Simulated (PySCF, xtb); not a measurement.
Ga(H)(SH)2 (GaH₃S₂), SMILES [SH][GaH][SH]. Other conformers were not sampled.

Harmonic wavenumbers (cm⁻¹) from GFN2-xTB in xtb 6.7.1 at its own minimum, in rising order: 92, 125, 162, 316, 342, 400, 483, 585, 600, 1549, 2372, 2377.

What does PBE-D3(BJ)/def2-SVP in PySCF give at its own minimum? (An estimate is asked for; the answer gives what the named calculation found.)

110, 219, 266, 374, 416, 440, 540, 673, 700, 1937, 2619, 2619. Paired by order, the mean absolute difference is 126 cm⁻¹ and the zero-point energies are 13.4 and 15.6 kcal/mol.
